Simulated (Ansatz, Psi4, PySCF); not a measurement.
cyclotrisilazane (H$_{9}$N$_{3}$Si$_{3}$), singlet, at a GFN2-xTB geometry. Base run: PySCF with R2SCAN/STO-3G.

Input for PySCF:
```python
from pyscf import gto, scf, dft

mol = gto.M(
    atom='''
Si    1.68054828   -0.42496743   -0.52596035
N     0.50290150   -1.52832577    0.08377091
Si   -1.17562112   -1.31026230    0.41701362
N    -1.46043566    0.38486470    0.56260467
Si   -0.54839632    1.72369318   -0.03026477
N     1.06095760    1.17105307   -0.31418280
H     1.94000099   -0.68910961   -1.95384163
H     2.91193934   -0.56300900    0.26448031
H     0.81666462   -2.48200359    0.13740011
H    -1.99276343   -1.88246088   -0.66962470
H    -1.49030681   -1.94902435    1.70231783
H    -2.36797339    0.62547217    0.92202770
H    -0.51609892    2.76332656    1.00760337
H    -1.13988836    2.24298984   -1.27781588
H     1.72303017    1.90218647   -0.50893551
''',
    basis='sto-3g',
    verbose=4,
)

mf = dft.RKS(mol)
mf.xc = 'r2scan'
mf.kernel()
```

The same geometry, method and basis name were run in Ansatz (a quantum-chemistry and plane-wave program) and Psi4 and PySCF, at each program's defaults and at the settings that a row names. The base is PySCF at its defaults. Differences at the defaults can come from grids, fitting, cores and function types together. The rows with settings made alike still differ; the cause (another SCF solution, basis table, core potential or functional code) wasn't traced.

```json
[
 {"code and settings": "PySCF, defaults (exact integrals, its default grid, spherical functions)", "ΔE vs base (µEh)": "0.0", "basis functions": "51", "E (Eh)": "-1025.86449", "SCF cycles": "9", "dipole (D)": "0.30"},
 {"code and settings": "Psi4, defaults (density fitting with its default set, its default grid, spherical functions)", "ΔE vs base (µEh)": "-4568", "basis functions": "51", "E (Eh)": "-1025.86906", "SCF cycles": "8", "dipole (D)": "0.30"},
 {"code and settings": "Ansatz, defaults (factorised integrals, its default grid, spherical functions)", "ΔE vs base (µEh)": "-805", "basis functions": "51", "E (Eh)": "-1025.86530", "SCF cycles": "-", "dipole (D)": "-"},
 {"code and settings": "PySCF, density fitting with def2-universal-jkfit", "ΔE vs base (µEh)": "-3390", "basis functions": "51", "E (Eh)": "-1025.86788", "SCF cycles": "9", "dipole (D)": "0.30"},
 {"code and settings": "PySCF, fine grid", "ΔE vs base (µEh)": "-880", "basis functions": "51", "E (Eh)": "-1025.86537", "SCF cycles": "9", "dipole (D)": "0.30"},
 {"code and settings": "Psi4, exact integrals, spherical functions, fine grid", "ΔE vs base (µEh)": "-466", "basis functions": "51", "E (Eh)": "-1025.86496", "SCF cycles": "9", "dipole (D)": "0.30"},
 {"code and settings": "Ansatz, high accuracy", "ΔE vs base (µEh)": "-796", "basis functions": "51", "E (Eh)": "-1025.86529", "SCF cycles": "-", "dipole (D)": "-"}
]
```
